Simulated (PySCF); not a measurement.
**`C[C@@H]1CC[Si@H](P)N1`, C4H12NPSi**

Geometry (Å), atoms numbered from 1 in this order:
```xyz
19

C    -0.9933   -0.1962   -1.8368
C    -0.6664   -1.0606   -0.6193
C    -1.3984   -0.5880    0.6378
C    -0.6629    0.6146    1.2187
Si    1.1507    0.1609    0.8895
P     2.3530    1.8880    0.0949
N     0.7462   -1.0165   -0.2935
H    -0.4459   -0.5508   -2.7080
H    -0.7040    0.8344   -1.6463
H    -2.0570   -0.2350   -2.0588
H    -0.9448   -2.1005   -0.8414
H    -1.3710   -1.3966    1.3693
H    -2.4420   -0.3629    0.4145
H    -0.9476    1.5305    0.7016
H    -0.9113    0.7462    2.2684
H     1.7823   -0.5358    2.0264
H     2.6212    2.4158    1.3435
H     3.5349    1.1719    0.0782
H     1.3467   -1.3101   -1.0463
```

Method used: TDDFT CAM-B3LYP/def2-SVPD circular dichroism and optical rotation, one conformer, gas phase (PySCF 2.14.0). Geometry: GFN2-xTB.

The molecule is flexible and this is one conformer; a measurement averages over conformers. States above about 7.8 eV (minus the energy of the highest occupied orbital) lie near or above the ionisation threshold and depend on the basis.

Question: Draw the ECD and absorption spectra from the lowest 12 states, each a Gaussian of half-width 0.3 eV at 1/e height.

Answer: 
```tsv
E (eV)	λ (nm)	Δε (L mol⁻¹ cm⁻¹)	ε (L mol⁻¹ cm⁻¹)
5.36	231	-0.18	8.95
5.46	227	-0.50	26.1
5.56	223	-1.10	65.1
5.66	219	-2.00	144
5.76	215	-2.97	295
5.86	211	-3.61	564
5.96	208	-3.28	994
6.06	204	-0.97	1590
6.16	201	+4.48	2310
6.26	198	+13.22	3050
6.36	195	+22.77	3670
6.46	192	+28.10	4050
6.56	189	+24.34	4230
6.66	186	+10.36	4450
6.76	183	-9.75	5010
6.86	181	-28.34	6060
6.96	178	-38.06	7710
7.06	176	-35.23	10100
7.16	173	-20.73	13400
7.26	171	+0.46	16700
7.36	168	+20.06	18500
7.46	166	+29.31	17800
7.56	164	+24.32	15000
7.66	162	+9.15	11300
```
Δε uses R in velocity form, ε uses f in length form. Only the states computed contribute, so the short-wavelength end is incomplete.
